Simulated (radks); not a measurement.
Question: These are the eigenvalues of the occupied orbitals of an atom or ion with whole-number occupations (hartree). Calculated with a radial shooting solver on a logarithmic mesh with Libxc functionals: Dirac Kohn-Sham, PBE, spin-unpolarised, spherical densities, point nucleus.

| orbital | eigenvalue |
|---|---|
| 1s1/2 | -1318.706 |
| 2s1/2 | -210.1797 |
| 2p1/2 | -197.9697 |
| 2p3/2 | -185.0208 |
| 3s1/2 | -46.86488 |
| 3p1/2 | -41.76543 |
| 3p3/2 | -39.28203 |
| 3d3/2 | -30.32583 |
| 3d5/2 | -29.79844 |
| 4s1/2 | -12.01209 |
| 4p1/2 | -10.17475 |
| 4p3/2 | -9.66179 |
| 4d3/2 | -6.65770 |
| 4d5/2 | -6.57029 |
| 5s1/2 | -4.37488 |

Which element is it, and in what charge state? The configuration may be excited. Open shells, if any, are shared by 2j + 1.

Answer: Z = 55, caesium, charge +8: Cs8+ in [Kr] 4d10 5s1. The list shows which subshells hold electrons but not how many an open one holds; the 1s level, -1318.7 hartree, gives Z - s = 51.4 by -(Z - s)^2/2, which with screening and relativity narrows Z to a few neighbours, and the depths of the outer levels then fix element, charge and occupations together.
